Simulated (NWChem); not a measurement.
A series in which one site is exchanged, each optimised at PBE0/def2-SVP with NWChem, gas phase unless a solvent is named. All stand in one matching conformer (torsions within 35°), which need not be the lowest. This build's default masses of Se (78.918 u) and Br (79.917 u) are each other's, which moves their modes by up to 0.6 %. Some are not confirmed as minima by frequencies. def2 effective core potentials on I; no spin-orbit coupling.

A: [Zn]([NH2])[Br] (ZnNH2Br; site = Br)
B: [Cl][Zn][NH2] (ZnNH2Cl; site = Cl)
C: [NH2][Zn][I] (ZnNH2I; site = I)
D: [NH2][ZnH] (ZnNH₃; site = H)

```
quantity                                                 A     B     C  D
----------------------------------------------------  ----  ----  ----  -
dipole (D), PBE0/def2-SVP                             2.42  2.55  2.25  ?
vertical ionisation energy, ΔSCF, PBE/def2-SVP (eV)   8.95  9.14  8.62  ?
vertical ionisation energy, ΔSCF, PBE0/def2-SVP (eV)  9.26  9.39  8.98  ?
```

What belongs in the gaps?


- dipole (D), PBE0/def2-SVP, D: 1.00
- vertical ionisation energy, ΔSCF, PBE/def2-SVP (eV), D: 8.93
- vertical ionisation energy, ΔSCF, PBE0/def2-SVP (eV), D: 8.88
